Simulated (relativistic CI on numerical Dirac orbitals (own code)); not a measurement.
d1 to d9 in one octahedral field

Computed with a parametric ligand-field model without spin-orbit coupling, by exact diagonalisation: B = 400, C = 1940, 10Dq = 35700 cm⁻¹ (Oh; |10Dq|/B = 89.2) for every shell. Energies in cm⁻¹; the field energy is (0.6 n_e − 0.4 n_t2) × 10Dq of the ground term; g labels are left out. So small a B with so large a field is typical of 4d and 5d ions, where spin-orbit coupling, left out here, reaches 1,000 to 4,000 cm⁻¹.

```csv
Shell,Ground term,Electrons in e,Field energy,First spin-allowed bands,Lowest term of other spin
d1,2T2,0.000,-14280,2E 35700,
d2,3T1,0.004,-28428,"3T2 34646, 3T1 39592",1T2 6372
d3,4A2,0.000,-42840,"4T2 35700, 4T1 40322",2E 9123
d4,?,?,?,?,?
d5,2T2,0.014,-70912,"2A2 33060, 2T1 33199",4T1 26418
d6,1A1,0.012,-85267,"1T1 34124, 1T2 40115",3T1 30117
d7,2E,1.007,-64009,"2T1 34033, 2T2 34570",4T1 26488
d8,3A2,2.000,-42840,"3T2 35700, 3T1 40322",1E 7053
d9,2E,3.000,-21420,2T2 35700,
```

(1) Fill in the row of d4.

Results:

(1) Ground term: 3T1; Electrons in e: 0.007; Field energy: -56872; First spin-allowed bands: 3E 33714, 3T1 34209; Lowest term of other spin: 1T2 5798. Low spin: d4, d5, d6, d7; the other shells keep the spin of the free ion. Only d4 to d7 can choose; the field needed to pair spins is smallest for d6 and largest for d5, which loses most exchange energy. In the strong-field picture 10Dq must exceed about 6B + 5C = 12100 (d4), 7.5B + 5C = 12700 (d5), 2.5B + 4C = 8760 (d6) and 4B + 4C = 9360 (d7); mixing of terms shifts these bounds somewhat.
